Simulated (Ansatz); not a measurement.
Species: SiCl, charge 0, doublet. SiCl (SMILES Cl[Si], doublet).
B3LYP-D3(BJ)/def2-TZVP minimum from Ansatz (a quantum-chemistry and plane-wave program):
```
Si
Cl 1 2.0838
```
Charge 0, spin multiplicity 2.

Total energies in cc-pV(D+d)Z, 11 correlated electrons, 10 frozen orbitals. Radicals and triplets start from unrestricted determinants; spin-orbit coupling is neglected. Correlated methods leave the cores frozen. No relativity.

```
method    program  energy (Eh)  minus CCSDTQ (mEh)
--------  -------  -----------  ------------------
HF         Ansatz   -748.42888              232.94
MP2        Ansatz   -748.62497               36.85
CCSD       Ansatz   -748.65409                7.73
CCSD(T)    Ansatz   -748.66043                1.38
CCSDT(Q)   Ansatz   -748.66184               -0.02
CCSDTQ     Ansatz   -748.66182                0.00
```

Rough core times of Ansatz's runs on a shared machine: CCSD(T) under 20 s, CCSDT(Q) 40 s.
